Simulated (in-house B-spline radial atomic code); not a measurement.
Configurations of La6+, with energies counted from [Kr] 4d10 5s2 5p3. Method: scalar-relativistic (X2C) B97-1, spin-polarised, spherical fractional occupations, exact exchange averaged over the configuration, Fermi nucleus of rms radius 4.855 fm. Calculated with an all-electron radial atomic-structure program (B-spline basis). Shells without spins written out take the highest spin.

Occupations are held fixed; configurations that lie above the ionisation limit could autoionise.

```csv
configuration,E - E(ref) (eV),highest orbital,its <r> (bohr)
[Ar] 3d10 4s2 4p5 4d10 4f1 5s2 5p3,199.76,4f up,0.9683
[Ar] 3d10 4s2 4p5 4d10 5s2 5p3 6p1,237.59,6p up,3.034
[Ar] 3d9 4s2 4p6 4d10 5s2 5p3 5d1,854.76,5d up,1.873
[Ar] 3d9 4s2 4p6 4d10 5s2 5p3 5f1,881.31,5f up,2.61
[Ar] 3d9 4s2 4p6 4d10 5s2 5p3 6d1,885.38,6d up,3.598
```

**Question.** Order these further configurations by energy, lowest first.
A. [Kr] 4d10 5s1 5p3 5d1
B. [Kr] 4d10 5s1 5p3 5f1
C. [Ar] 3d9 4s2 4p6 4d10 4f1 5s2 5p3
D. [Kr] 4d9 5s2 5p4
E. [Kr] 4d9 5s2 5p3 5f1

**Answer.** A (41.072 eV), B (67.069 eV), D (93.552 eV), E (143.83 eV), C (836.24 eV).
